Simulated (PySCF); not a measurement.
CH9FO2Si3

CH9FO2Si3 is a molecule, neutral, singlet. The structure, one conformer, was relaxed in the gas phase by PBE0-D3(BJ)/def2-SVP. No frequency run checks that it is a minimum.

SMILES: C[Si](F)(O[SiH3])O[SiH3]

```tsv
atom	x (Å)	y (Å)	z (Å)
Si1	-0.056	-0.173	0.964
C2	-0.287	0.857	2.469
O3	-1.265	0.077	-0.117
Si4	-1.979	-0.413	-1.535
O5	1.398	0.121	0.263
Si6	2.263	-0.043	-1.147
F7	-0.085	-1.745	1.357
H8	0.530	0.679	3.183
H9	-1.240	0.612	2.961
H10	-0.294	1.925	2.208
H11	-3.060	0.556	-1.868
H12	-2.554	-1.780	-1.385
H13	-0.964	-0.424	-2.632
H14	1.949	-1.347	-1.804
H15	3.713	0.018	-0.815
H16	1.917	1.068	-2.082
```

Shieldings: GIAO PBE0/pcSseg-1. Shifts are against computed references at the same level: C TMS (σ 184.4 ppm), H TMS (σ 31.27 ppm), Si TMS (σ 352.0 ppm). Core levels by delta-SCF with SCAN, pcX-2 on the ionised atom and pcseg-1 elsewhere, spin-free X2C (2p3/2 is the spin-free 2p value less a third of a first-order spin-orbit splitting); from the vacuum level, for chosen atoms.

Task: Give the NMR and core-level values of the distinct atoms.

Result: 
| atoms | bonded to | σ (ppm) | δ (ppm) | core level (eV) |
| --- | --- | --- | --- | --- |
| Si1 | 1 C + 1 F + 2 O | 399.2 | -47.2 | 2p3/2 108.47 |
| C2 | 1 Si + 3 H | 189.8 | -5.4 | 1s 290.64 |
| O3 | 2 Si | 284.2 | - | 1s 538.13 |
| Si4 | 1 O + 3 H | 390.6 | -38.6 | - |
| O5 | 2 Si | 283.2 | - | 1s 538.10 |
| Si6 | 1 O + 3 H | 389.6 | -37.6 | - |
| F7 | 1 Si | 312.8 | - | 1s 692.13 |
| H8 H9 H10 | 1 C | 31.09 | 0.18 | - |
| H11 H12 H13 | 1 Si | 26.14 | 5.12 | - |
| H14 H15 H16 | 1 Si | 26.18 | 5.09 | - |

Values are those of this one static structure, with the three H of a rotating XH3 group averaged; atoms that internal rotation interchanges would show their mean in an NMR spectrum.

Task: By CAM-B3LYP/def2-SVPD (TDDFT singlets, Tamm-Dancoff triplets, ionisation by delta-SCF), where does absorption start, and what does vertical ionisation take?

Result: The lowest singlet lies at 7.61 eV (f 0.002), the strongest of the first 6 at 8.67 eV (f 0.080), the lowest triplet at 7.24 eV; vertical ionisation takes 11.03 eV.
